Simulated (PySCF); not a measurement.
A structure optimised at PBE0-D3(BJ)/def2-SVP, used in a PySCF frequency run:

```xyz
10

Si     0.6000    -1.1813     0.0000
N     -0.7051    -2.3297     0.0000
Ge    -0.0915     1.1110     0.0000
H      1.4278    -1.4218     1.2214
H      1.4278    -1.4218    -1.2214
H     -1.2837    -2.3994     0.8307
H     -1.2837    -2.3994    -0.8307
H     -0.9584     1.4175     1.2407
H      1.0926     2.1007     0.0000
H     -0.9584     1.4175    -1.2407
```

**Question.** Write its SMILES, formula and point group.

**Answer.** N[SiH2][GeH3], GeH₇NSi, Cs

**Question.** What are its rotational constants (standard atomic weights)?

**Answer.** 14.181, 2.1471, 1.9741 GHz
